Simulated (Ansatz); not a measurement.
A geometry optimisation of FGe2HO with B3LYP-D3(BJ)/def2-SVP

The starting geometry of this gas-phase singlet was optimised with GFN2-xTB.

```tsv
atom	x (Å)	y (Å)	z (Å)
F	1.1344	-1.6329	-1.0730
Ge	-0.6104	-0.3794	1.2324
Ge	1.4262	0.0069	-0.2400
O	-0.8881	0.7230	-0.2106
H	-1.7404	0.9954	-0.5509
```

Predict what becomes of its bonds when it is optimised with B3LYP-D3(BJ)/def2-SVP.

A new bond forms, giving a structure with F1 bridging Ge2 and Ge3, given below by its coordinates. Distances that change by over a tenth: F1–Ge2 (3.15 → 2.04 Å), Ge2–O4 (1.84 → 2.03 Å). Contacts that close: Ge3–O4 (2.42 → 2.03 Å).

The energy falls by 0.47 eV over 12 steps:

```tsv
step	E − E(last) (eV)
1	0.474
2	0.355
3	0.278
5	0.173
6	0.120
7	0.020
8	0.005
10	0.000
11	0.000
12	0.000
```

Final geometry (Å):

```csv
atom,x (Å),y (Å),z (Å)
F,0.3786,-1.3925,-0.6801
Ge,-0.3790,-0.7769,1.1157
Ge,1.2793,0.4000,-0.2880
O,-0.7007,0.8153,-0.1045
H,-1.2565,0.6670,-0.8851
```

The end wasn't checked by frequencies. Run with Ansatz 0.2.0, 20 s on 2 threads of Intel(R) Xeon(R) 6975P-C (Granite Rapids), with other jobs on the host.
